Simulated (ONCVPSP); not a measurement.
V, ONCV: configuration errors across variants

vanadium, optimised norm-conserving Vanderbilt (ONCV), made with ONCVPSP 4.0.1 (PBE, scalar-relativistic). Core [Ne], reference 3s2 3p6 3d3 4s2. Waves: 3s+4s: rc 1.30 bohr, ncon 4, nbas 9, qcut 12 1/bohr, 2 projectors; 3p: rc 0.90 bohr, ncon 5, nbas 8, qcut 10.1 1/bohr, 3 projectors, debl 0.8 Ha; 3d: rc 1.40 bohr, ncon 4, nbas 9, qcut 13.4 1/bohr, 2 projectors, debl 1 Ha. Local part: polynomial inside 0.75 bohr (lpopt 5, dvloc0 0 Ha). Core correction: Teter function, fcfact 4.25, rcfact 1.15.

In the p channel the program set the typed energies aside and used -1.618, 0.250, 1.050 Ha.

All-electron excitation energies from the reference (eV): (1) 3s2 3p6 3d3 4s1 7.735; (2) 3s2 3p6 3d3 4s0 22.031; (3) 3s2 3p6 3d2 4s0 50.928; (4) 3s2 3p6 3d4 4s0 7.197.

A true bound ghost makes a file unfit for plane-wave use even where its test errors are small: the radial tests pick states by their node count and pass the ghost by.

Errors AE − PS in meV (a dash: test not solved or not reliable):

```tsv
change	(1)	(2)	(3)	(4)	bound ghosts	GHOST(+) flags above zero
base	-0.3	-0.5	+6.4	+4.9	p	s, p
local potential polynomial inside 0.75 bohr (lpopt 5, dvloc0 -2 Ha)	-0.3	-0.5	+6.4	+4.9	p	s
local potential polynomial inside 0.75 bohr (lpopt 5, dvloc0 -1 Ha)	-0.3	-0.5	+6.4	+4.9	p	s, p
local potential polynomial inside 0.75 bohr (lpopt 5, dvloc0 2 Ha)	-0.3	-0.5	+6.4	+4.9	p	s, p
local potential polynomial inside 0.75 bohr (lpopt 5, dvloc0 2.5 Ha)	-0.3	-0.5	+6.4	+4.9	p	s, p
local potential polynomial inside 0.75 bohr (lpopt 5, dvloc0 5.5 Ha)	-0.3	-0.5	+6.4	+4.9	p	p
local potential polynomial inside 0.75 bohr (lpopt 5, dvloc0 7 Ha)	-0.3	-0.5	+6.4	+4.9	p	p
local potential polynomial inside 0.75 bohr (lpopt 5, dvloc0 8 Ha)	-0.3	-0.5	+6.4	+4.9	p	p
local potential polynomial inside 0.75 bohr (lpopt 5, dvloc0 9 Ha)	-0.3	-0.5	+6.4	+4.9	p	p
```

(1) Give the same row for: local potential polynomial inside 0.75 bohr (lpopt 5, dvloc0 4.5 Ha).

Answers

(1) -0.3, -0.5, +6.4, +4.9; bound ghosts: p; GHOST(+) flags above zero: p.
